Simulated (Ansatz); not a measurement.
`[SiH3]BN[SiH3]` + `O/C=C/[SiH3]` → `O/C([SiH3])=C/[SiH3]` + `BN[SiH3]`  (formal exchange of groups at the Si–B bond)

Isolated molecules relaxed with PBE0-D4/def2-TZVP in Ansatz; ΔE leaves out vibrations. CCSD(T)/CBS is the MP2 limit (def2-TZVPP, def2-QZVPP) plus CCSD(T) − MP2 in def2-TZVPP, frozen cores. Double bonds are as drawn, so ΔE can hold a change between cis and trans. DFT in def2-TZVPP. One conformer a species, not always the lowest.

`[SiH3]BN[SiH3]`:

Z-matrix (Å, degrees):
```
Si
B 1 2.024
H 1 1.492 2 114.7
H 1 1.491 2 109.8 3 -121.1
H 1 1.491 2 109.8 3 121.1
N 2 1.399 1 123.9 3 0.0
H 2 1.202 1 118.1 3 -180.0
Si 6 1.752 2 127.8 1 0.0
H 6 1.011 2 116.7 1 -180.0
H 8 1.483 6 110.9 2 -60.8
H 8 1.485 6 106.6 2 179.9
H 8 1.483 6 110.9 2 60.7
```

`O/C=C/[SiH3]`:

```xyz
10

O     0.543   -1.968   -1.433
C     0.006   -0.856   -0.900
C     0.385   -0.232    0.217
Si   -0.466    1.293    0.810
H     1.269   -2.269   -0.876
H    -0.816   -0.501   -1.516
H     1.219   -0.646    0.784
H    -1.055    1.104    2.164
H    -1.555    1.629   -0.147
H     0.471    2.447    0.898
```

`O/C([SiH3])=C/[SiH3]`:

Cartesian coordinates in Å:
```
O -1.500 -1.799 0.355
C -0.666 -0.744 0.162
Si -1.528 0.885 0.553
C 0.602 -0.866 -0.254
Si 1.825 0.500 -0.551
H -1.033 -2.619 0.148
H -0.566 1.990 0.321
H -2.710 1.047 -0.331
H -1.970 0.885 1.970
H 0.967 -1.881 -0.442
H 1.378 1.448 -1.607
H 3.092 -0.134 -1.001
H 2.110 1.288 0.679
```

`BN[SiH3]`:

Cartesian coordinates in Å:
```
B -0.337 1.482 0.348
N -0.186 0.117 0.616
Si 0.320 -1.117 -0.509
H -0.105 1.885 -0.756
H -0.693 2.220 1.221
H -0.391 -0.184 1.559
H 1.559 -1.782 -0.026
H 0.563 -0.461 -1.813
H -0.732 -2.160 -0.641
```

| level | ΔE (kcal/mol) |
| --- | --- |
| r2SCAN | 0.2 |
| MP2/def2-QZVPP | -2.5 |

Question: What does CCSD(T)/CBS give? (An estimate is asked.)

Answer: Ansatz gave: -1.1 kcal/mol. The listed levels differ from it by 1.3, -1.4 kcal/mol.

Largest T1 diagnostic among the species: 0.014.
